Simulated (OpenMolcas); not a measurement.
Co4+.

```json
{"Program": "OpenMolcas", "Method": "CASSCF", "Basis": "ANO-R2 [7s5p4d2f1g]", "Scalar Hamiltonian": "X2C, finite nucleus", "Active space": "5 electrons in 5 orbitals (3d)", "State averaging": "2S+1 = 6 even, 1 root; 2S+1 = 4 even, 24 roots; 2S+1 = 2 even, 75 roots", "Spin-orbit coupling": "RASSI with atomic mean-field integrals over the reference wave functions, term energies averaged over their components"}
```

Levels without dynamic correlation, in cm⁻¹ above 3d⁵ ⁶S_5/2:

```json
{"Level": "3d⁵ ⁴P_5/2", "E": "48924"}
{"Level": "3d⁵ ⁴G_5/2", "E": "42542"}
{"Level": "3d⁵ ⁴D_7/2", "E": "52838"}
{"Level": "3d⁵ ²I_11/2", "E": "60620"}
{"Level": "3d⁵ ²D_5/2(1) [67 %]", "E": "67913"}
```

On this reference, MS-CASPT2, IPEA 0.25 Eh, imaginary shift 0.1 Eh (closed shells correlated: 3s 3p) puts 3d⁵ ⁴P_5/2 at 42490 cm⁻¹.

Estimate the other levels at that method by one scale factor, and say how well it serves.

The factor is 42490 / 48924 = 0.868. Scaled values beside those that MS-CASPT2 gives and measured ones (Sugar and Corliss, J. Phys. Chem. Ref. Data 10, 1097 (1981)):
```csv
Level,Scaled,MS-CASPT2,Miss (%),Measured
3d⁵ ⁴G_5/2,36926,38620,-4.4,
3d⁵ ⁴D_7/2,45863,46210,-0.8,44709
3d⁵ ²I_11/2,52618,56580,-7.0,
3d⁵ ²D_5/2(1) [67 %],58948,59560,-1.0,57083
```
For these levels the scaled values miss MS-CASPT2 by up to 7.0 %, as correlation changes each term by its own factor, spin-orbit parts do not scale and CASPT2 has its own spread within terms. This holds within one configuration; levels of others move differently, and the target method has errors of its own against measurement.

CASPT2 does not keep the components of a term degenerate, so their means are used; among the terms shown or strongly mixed into the levels shown the widest spread is 280 cm-1 (3d⁵ ⁴G, MS-CASPT2). Without dynamic correlation excited terms often stand tens of per cent too high (terms of higher spin than the ground term too low), and those without a measured partner can miss by more than the paired ones (holds for CASSCF). Blocks of more than 70 roots (2S+1 = 2 even) ran without multistate coupling (holds for MS-CASPT2). Measured partners are found by configuration, term and J. A level has none where our copy of the source lacks it or the pairing is in doubt (some pairs that miss far off the trend of their configuration count as doubtful), and it then counts in no deviation. Levels of configurations outside the active space are missing.

A share in square brackets marks a mixed level and gives the weight of the term that names it, the lowest over the columns. A number in round brackets counts repeated terms of one configuration in the order of the reference energies.
